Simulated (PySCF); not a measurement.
C4H8ClNSi.
SMILES with atom numbers: `[SiH3:1][NH:2][C@@H:3]1[CH:4]=[C:5]([Cl:6])[CH2:7]1`

Geometry (GFN2-xTB, Å), atoms numbered from 1 in this order:
```xyz
15
C4H8ClNSi angstrom
Si     2.4430    0.1368    0.0029
N      0.9083   -0.4997    0.4598
C     -0.2893    0.2760    0.4473
C     -1.5274   -0.3837    1.0206
C     -2.1932   -0.2790   -0.1264
Cl    -3.7729   -0.6835   -0.6256
C     -1.0875    0.3765   -0.9006
H      2.6506    1.3176    0.8393
H      3.3719   -0.9522    0.2863
H      2.5498    0.5371   -1.4091
H      0.7216   -1.4703    0.2548
H     -0.0698    1.2562    0.8751
H     -1.7476   -0.7837    1.9907
H     -1.2926    1.3832   -1.2582
H     -0.6693   -0.2235   -1.7060
```

Probes without a nucleus sit at each ring's centroid and 1 Å off its mean plane on both sides; NICS is minus the shielding there, NICSzz its component along the normal. Level: GIAO PBE0/pcSseg-1 (PySCF, non-relativistic, gas phase) on the GFN2-xTB geometry, one conformer.

Ring bond lengths (Å), with Mayer bond orders in brackets: C3–C4 1.516 (0.99), C4–C5 1.330 (1.68), C5–C7 1.501 (1.01), C7–C3 1.570 (0.97).

Question: What do the NICS probes read (ppm)?

Answer: 
```
       ring                                                    type  NICS(0)  NICS(1), two faces  NICS(1)zz, two faces  rms pucker (Å)  centre to ring atoms, mean (Å)
C3–C4–C5–C7  4-membered carbocycle; formal bonds 1 double, 3 single     -3.5         -2.4 / -3.6            1.4 / -1.8            0.00                            1.05
```

Question: What do they say, and how far can they be read as aromaticity?

Answer: 
- C3–C4–C5–C7: mean NICS(1)zz -0.2 ppm, near zero. C3, C7 have four or more neighbours, and the NICS criterion for π rings isn't applied. The two faces differ by 3.2 ppm, so no symmetry operation interchanges them.

Question: At the second NICS(1) probe listed for ring C3–C4–C5–C7, 1 Å off the ring, what do the in-plane components average?

Answer: The isotropic value is a third of the trace: (3 × -3.6 − (-1.8))/2 = -4.5 ppm.

Question: What are the shieldings of the ring atoms and their hydrogens in the same run (means over atoms taken as equivalent)?

Answer: 
```json
{"atoms": "C3", "environment": "sp3 carbon bound to nitrogen", "σ isotropic (ppm)": "133.2", "principal values of the symmetric part, first atom (ppm)": "110.2, 125.0, 164.3"}
{"atoms": "C4", "environment": "alkene CH carbon", "σ isotropic (ppm)": "42.6", "principal values of the symmetric part, first atom (ppm)": "-51.2, 54.0, 125.0"}
{"atoms": "C5", "environment": "vinylic C–Cl carbon", "σ isotropic (ppm)": "38.2", "principal values of the symmetric part, first atom (ppm)": "-67.5, 60.8, 121.4"}
{"atoms": "C7", "environment": "allylic carbon", "σ isotropic (ppm)": "133.2", "principal values of the symmetric part, first atom (ppm)": "114.3, 129.2, 156.0"}
{"atoms": "H12", "environment": "methine hydrogen", "σ isotropic (ppm)": "28.04", "principal values of the symmetric part, first atom (ppm)": "23.5, 28.2, 32.3"}
{"atoms": "H13", "environment": "vinylic hydrogen", "σ isotropic (ppm)": "25.63", "principal values of the symmetric part, first atom (ppm)": "23.8, 25.2, 27.9"}
{"atoms": "H14", "environment": "methylene hydrogen", "σ isotropic (ppm)": "28.61", "principal values of the symmetric part, first atom (ppm)": "25.7, 27.8, 32.4"}
{"atoms": "H15", "environment": "methylene hydrogen", "σ isotropic (ppm)": "29.47", "principal values of the symmetric part, first atom (ppm)": "26.5, 29.2, 32.7"}
```

On an Intel Xeon at 2.50 GHz with one thread, on a shared host, this took 63 s wall and 0.78 GiB of memory at its peak. This is the whole shielding run at PBE0/pcSseg-1, SCF included.
